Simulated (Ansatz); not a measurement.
CH$_{6}$BClSn (`[BH2][SnH2][CH2]Cl`): the same geometry under several functionals.

```yaml
crystal:
  periodic: [false, false, false]
  atoms:
    - {symbol: B, position_ang: [-1.032771, 0.686884, -1.067892]}
    - {symbol: Sn, position_ang: [-0.543009, -1.022494, 0.332580]}
    - {symbol: C, position_ang: [1.290063, 0.178113, 0.643801]}
    - {symbol: Cl, position_ang: [0.813319, 1.508676, -0.504297]}
    - {symbol: H, position_ang: [-0.912410, 0.497672, -2.242079]}
    - {symbol: H, position_ang: [-1.828997, 1.498788, -0.699318]}
    - {symbol: H, position_ang: [-0.071815, -2.580661, -0.203316]}
    - {symbol: H, position_ang: [-1.296542, -1.244827, 1.855684]}
    - {symbol: H, position_ang: [1.433636, 0.648800, 1.614171]}
    - {symbol: H, position_ang: [2.231725, -0.221949, 0.273666]}
basis:
  gaussian: {orbitals: def2-TZVPP}
hamiltonian: {xc: {name: BLYP}, dispersion: d4}
output: {orbitals: {seedname: orbitals}}
```

```sh
$ ansatz run in.yaml --threads 4 --pin off --events-out ev --progress --plain
```

It prints (some lines left out):

```
Functional definition: BLYP
1385 factors; their error is unknown
mean field evaluation 1: about -20148.5225 eV, gradient 7.2e1 eV
mean field evaluation 2: about -20120.3694 eV, gradient 1.2e2 eV
mean field evaluation 4: about -20161.5298 eV, gradient 1.1e1 eV
mean field evaluation 8: about -20161.8140 eV, gradient 1.1e-1 eV
mean field evaluation 16: about -20161.7901 eV, gradient 2.2e-4 eV
mean field -20161.79014760 eV, -740.9321217722 hartree, gradient 3.5e-5 eV, S^2 0.000000; 0 other end points of the search recorded, 0 dependent functions left out
reference -20161.79056254 eV, -740.9321370208 hartree; 28, 28 occupied and 210, 210 virtual orbitals, 1385 factors
Total energy: -20162.33048883 eV, -740.9519789460 hartree
```

Hardware: 4 threads of a server CPU on a shared host. Wall time 2.2 s, peak host memory 0.31 GiB.

With the line `hamiltonian: {xc: {name: wB97M-V}}` and forces (abridged; 12 s):

```
Functional definition: wB97M-V
mean field evaluation 16: about -20161.4864 eV, gradient 4.4e-5 eV
mean field -20161.48644135 eV, -740.9209607733 hartree, gradient 4.4e-5 eV, S^2 0.000000
Total energy: -20161.48650495 eV, -740.9209631105 hartree
Atom 0 force    -0.190058    -0.035235    -0.090089 eV/Å
Atom 1 force     0.014139    -0.039614     0.034130 eV/Å
Atom 2 force     0.080918    -0.152265     0.147100 eV/Å
Atom 3 force     0.089746     0.202164    -0.077947 eV/Å
Atom 4 force    -0.021598     0.023592     0.163491 eV/Å
Atom 5 force     0.106736    -0.116628    -0.052559 eV/Å
Atom 6 force    -0.035016     0.110025     0.032080 eV/Å
Atom 7 force     0.048340     0.019180    -0.107986 eV/Å
Atom 8 force    -0.003719    -0.052369    -0.096084 eV/Å
Atom 9 force    -0.089489     0.041151     0.047862 eV/Å
Dipole moment:     0.352974    -0.020483     0.223270 e Å
```

Changing it to `hamiltonian: {xc: pbe, dispersion: d4}` and forces (abridged; 2.5 s):

```
Functional definition: PBE
mean field evaluation 16: about -20156.6225 eV, gradient 3.4e-4 eV
mean field -20156.62253719 eV, -740.7422155921 hartree, gradient 3.5e-5 eV, S^2 0.000000
Total energy: -20156.87076887 eV, -740.7513379382 hartree
Atom 0 force     0.054176     0.063866    -0.009295 eV/Å
Atom 1 force    -0.174065    -0.067304    -0.059794 eV/Å
Atom 2 force     0.045662    -0.056525     0.063888 eV/Å
Atom 3 force    -0.053895     0.221370    -0.175852 eV/Å
Atom 4 force     0.004602    -0.030930    -0.118580 eV/Å
Atom 5 force    -0.090107     0.072456     0.040800 eV/Å
Atom 6 force     0.057805    -0.165339    -0.049658 eV/Å
Atom 7 force    -0.070403    -0.025445     0.165940 eV/Å
Atom 8 force     0.031736     0.082722     0.208002 eV/Å
Atom 9 force     0.194490    -0.094871    -0.065451 eV/Å
Dipole moment:     0.378261     0.016241     0.214462 e Å
```

With the line `hamiltonian: {xc: {name: r2SCANh}, dispersion: d4}` (abridged; 5.5 s):

```
Functional definition: r2SCANh
mean field evaluation 16: about -20164.4729 eV, gradient 2.0e-5 eV
mean field -20164.47293109 eV, -741.0307122471 hartree, gradient 2.0e-5 eV, S^2 0.000000
Total energy: -20164.53453995 eV, -741.0329763308 hartree
```

Changing it to `hamiltonian: {xc: {name: CAM-B3LYP}, dispersion: d4}` (abridged; 3.3 s):

```
Functional definition: CAM-B3LYP
mean field -20163.34817725 eV, -740.9893783057 hartree, gradient 7.8e-5 eV, S^2 0.000000
Total energy: -20163.56429286 eV, -740.9973204079 hartree
```

The same input with `hamiltonian: {xc: pbe0, dispersion: d4}` (abridged; 3 s):

```
Functional definition: PBE0
mean field evaluation 16: about -20158.3655 eV, gradient 3.6e-5 eV
mean field -20158.36554687 eV, -740.8062700167 hartree, gradient 3.6e-5 eV, S^2 0.000000
Total energy: -20158.57549855 eV, -740.8139855985 hartree
```
